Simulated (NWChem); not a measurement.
System: CH6FNOSi; SMILES C[Si](N)(O)F

NWChem input:

```
start job
memory heap 200 mb stack 900 mb global 1100 mb
geometry units angstroms noautosym nocenter noautoz
  C     -0.408424    -1.751765     0.377983
  Si     0.004873     0.021848     0.028260
  N     -1.336935     0.834571    -0.628313
  O      0.487945     0.907815     1.342391
  F      1.312044    -0.004373    -0.958162
  H     -0.761514    -2.262046    -0.532168
  H     -1.196033    -1.828680     1.142157
  H      0.477232    -2.297191     0.737808
  H     -1.982600     0.388928    -1.266686
  H     -1.361076     1.844649    -0.694787
  H      1.436119     0.926362     1.499185
end
basis spherical
  C library def2-svp
  Si library def2-svp
  N library def2-svp
  O library def2-svp
  F library def2-svp
  H library def2-svp
end
dft
  xc m05-2x
  iterations 150
end
cosmo
  do_cosmo_smd true
  solvent etoac
end
task dft energy
```

Excerpt of the output:

```
             Northwest Computational Chemistry Package (NWChem) 7.3.0
             --------------------------------------------------------

                             Geometry "geometry" -> ""
                             -------------------------

 Output coordinates in angstroms (scale by  1.889725989 to convert to a.u.)

  No.       Tag          Charge          X              Y              Z
 ---- ---------------- ---------- -------------- -------------- --------------
    1 C                    6.0000    -0.40842400    -1.75176500     0.37798300
    2 Si                  14.0000     0.00487300     0.02184800     0.02826000
    3 N                    7.0000    -1.33693500     0.83457100    -0.62831300
    4 O                    8.0000     0.48794500     0.90781500     1.34239100
    5 F                    9.0000     1.31204400    -0.00437300    -0.95816200
    6 H                    1.0000    -0.76151400    -2.26204600    -0.53216800
    7 H                    1.0000    -1.19603300    -1.82868000     1.14215700
    8 H                    1.0000     0.47723200    -2.29719100     0.73780800
    9 H                    1.0000    -1.98260000     0.38892800    -1.26668600
   10 H                    1.0000    -1.36107600     1.84464900    -0.69478700
   11 H                    1.0000     1.43611900     0.92636200     1.49918500

 Effective nuclear repulsion energy (a.u.)     258.9993559852

                                 NWChem DFT Module
                                 -----------------

 Summary of "ao basis" -> "ao basis" (spherical)
 ------------------------------------------------------------------------------
       Tag                 Description            Shells   Functions and Types
 ---------------- ------------------------------  ------  ---------------------
 C                          def2-svp                 6       14   3s2p1d
 Si                         def2-svp                 8       18   4s3p1d
 N                          def2-svp                 6       14   3s2p1d
 O                          def2-svp                 6       14   3s2p1d
 F                          def2-svp                 6       14   3s2p1d
 H                          def2-svp                 3        5   2s1p

 in cosmo_initialize ...
 calling solv_data for solv:etoac

[...]

                                COSMO-SMD solvation results
                                ---------------------------

             internal energy in gas <Psi(g)|H|Psi(g)> =      -560.848775840321
         internal energy in solvent <Psi(s)|H|Psi(s)> =      -560.848189308714
                               delta internal energy  =         0.000586531607 (    0.37 kcal/mol)
   total free energy in solvent <Psi(s)|H+V/2|Psi(s)> =      -560.858584576984
 polarization energy contribution <Psi(s)|V/2|Psi(s)> =        -0.010395268271 (   -6.52 kcal/mol)
    total free energy in solvent including G(SMD-CDS) =      -560.858094515160
                       G(SMD-CDS) energy contribution =         0.000490061824 (    0.31 kcal/mol)
     1 M fixed-concentration free energy of solvation =        -0.009318674840 (   -5.85 kcal/mol)

                       DFT Final Molecular Orbital Analysis
                       ------------------------------------

 Vector   23  Occ=2.000000D+00  E=-4.193313D-01
              MO Center=  3.4D-01,  3.0D-01,  8.9D-01, r^2= 2.6D+00
   Bfn.  Coefficient  Atom+Function         Bfn.  Coefficient  Atom+Function
  ----- ------------  ---------------      ----- ------------  ---------------
    52      0.445152   4 O  pz               55      0.326442   4 O  pz
    65     -0.215257   5 F  py               51     -0.202230   4 O  py
    68      0.164085   5 F  py               54     -0.160056   4 O  py
     5      0.145451   1 C  py               23     -0.144468   2 Si py
     6     -0.132900   1 C  pz               50     -0.126530   4 O  px

 Vector   24  Occ=2.000000D+00  E=-3.740461D-01
              MO Center= -8.1D-02, -4.2D-01,  5.2D-01, r^2= 3.1D+00
   Bfn.  Coefficient  Atom+Function         Bfn.  Coefficient  Atom+Function
  ----- ------------  ---------------      ----- ------------  ---------------
    51      0.358293   4 O  py                5      0.350342   1 C  py
    54      0.270945   4 O  py                8      0.240261   1 C  py
     3      0.201659   1 C  s                23     -0.190990   2 Si py
    36      0.135534   3 N  px               35     -0.123862   3 N  s
    52     -0.123842   4 O  pz               17      0.122933   2 Si s

 Vector   25  Occ=2.000000D+00  E=-3.307062D-01
              MO Center= -1.2D+00,  7.3D-01, -5.4D-01, r^2= 1.3D+00
   Bfn.  Coefficient  Atom+Function         Bfn.  Coefficient  Atom+Function
  ----- ------------  ---------------      ----- ------------  ---------------
    38      0.444906   3 N  pz               41     -0.379769   3 N  pz
    36     -0.319188   3 N  px               39      0.281353   3 N  px
    64     -0.118248   5 F  px               27     -0.107469   2 Si pz
    67      0.087950   5 F  px               35     -0.073562   3 N  s
     5      0.064508   1 C  py               25      0.059881   2 Si px

 Vector   26  Occ=0.000000D+00  E= 9.704618D-02
              MO Center= -1.7D-01, -1.7D-01,  1.7D-01, r^2= 7.6D+00
   Bfn.  Coefficient  Atom+Function         Bfn.  Coefficient  Atom+Function
  ----- ------------  ---------------      ----- ------------  ---------------
     3      1.612517   1 C  s                18     -1.102893   2 Si s
    35      0.841749   3 N  s                76     -0.634569   6 H  s
    49      0.551630   4 O  s                86     -0.548523   8 H  s
   101     -0.515160  11 H  s                81     -0.495761   7 H  s
    91     -0.460621   9 H  s                96     -0.365248  10 H  s

[...]
```

Level: M05-2X/def2-SVP, SMD on the gas-phase geometry. The geometry was optimised at PBE0/def2-SVP. Solvent: ethyl acetate.
